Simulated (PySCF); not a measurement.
## Spin states and ions at one geometry of [PbCl3]−

PySCF 2.14.0, RKS B3LYP, Pb def2-SVP with ECP60, Cl def2-SVP; non-relativistic Hamiltonian with scalar-relativistic core potentials where named; density fitting; no spin-orbit coupling; singlets restricted, open shells unrestricted. The geometry is relaxed for charge -1, singlet, vacuum:

```xyz
4

Pb    0.0000    0.0000    0.5091
Cl    2.3434    0.0000   -0.6606
Cl   -1.1717    2.0295   -0.6606
Cl   -1.1717   -2.0294   -0.6606
```

Energies count from the relaxed state; an electron taken off or put on is at rest in vacuum. Charges and spins are Mulliken's.

```tsv
state	energy (eV)	spin squared	charge on Pb1 (e)	spin on Pb1 (e)	dipole about the centre of mass (D)
charge -1, singlet, vacuum	0.00	0.00	0.50	0.00	5.27
charge -1, triplet, vacuum	4.23	2.01	0.17	1.04	3.22
```

Problem. What does the state charge 0, doublet, vacuum give?

Solution. energy (eV) 4.51, spin squared 0.76, charge on Pb1 (e) 0.75, spin on Pb1 (e) 0.11, dipole about the centre of mass (D) 3.66.

With an electron taken off (doublet) the charges change, summed by element, by Pb +0.25 e, Cl +0.75 e. The vertical ionisation energy is 4.51 eV, against −ε(HOMO) = 2.39 eV of the relaxed state. The level lies 2.1 eV too high, as is usual for semilocal functionals and global hybrids, which keep a self-interaction error.

Open shells may have lower solutions than those found. The basis has no diffuse functions, which an anion needs.
